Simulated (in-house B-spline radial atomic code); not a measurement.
Values are calculated unless marked as measured or tabulated.
## Correlation energy from the adiabatic connection: −Z/r, Z = 6, wall at 1.57 bohr

Two electrons in a singlet, external potential −Z/r, Z = 6, wall at 1.57 bohr (atomic units). Full CI in B-splines (partial waves to l = 8, correlation up to 0.6 % small) with the density held fixed gives W(λ) = <V_ee>_λ − U, and E_c is the integral of W(λ) − W(0) from 0 to 1.

| λ | W(λ) − W(0) (hartree) |
| --- | --- |
| 0 | 0.00000 |
| 0.02 | -0.00187 |
| 0.05 | -0.00467 |
| 0.12 | -0.01114 |
| 0.25 | -0.02302 |
| 0.4 | -0.03649 |
| 0.6 | -0.05404 |
| 0.8 | -0.07117 |
| 1 | -0.08787 |

Q: Integrate the table by the trapezoid rule.

A: The strips give -0.00002, -0.00010, -0.00055, -0.00222, -0.00446, -0.00905, -0.01252, -0.01590, which sum to -0.04483 hartree. The direct value, W(1) − W(0) + T_c with T_c = 0.04301, is -0.04486; the curve is convex, so chords lie above it and the trapezoids fall short in size by 0.06 %.

Q: Now use only three numbers: W(0) = -3.5277, the initial slope W'(0) = -0.09358 (extrapolated from the first points) and the strong-coupling limit of the point-charge-plus-continuum model, W∞ = -5.0058. What do second-order theory and the interpolation W(λ) = W∞ + (W(0) − W∞)/√(1 + 2χλ) of Seidl, Perdew and Levy give?

A: Second order keeps the slope alone: E_c = W'(0)/2 = -0.04679, +4 % in size against -0.04486. Matching the slope fixes χ = W'(0)/(W∞ − W(0)) = -0.09358/(-1.47810) = 0.06331. Integrating, with s = √(1 + 2χ) = 1.061425, E_c = −(W(0) − W∞)(s − 1)/(s + 1) = −1.47810 × 0.061425/2.061425 = -0.04404 hartree, -1.8 % in size against the full result. At λ = 1 the formula gives W − W(0) = -0.08554 against -0.08787. Part of the miss can come from the model's W∞.
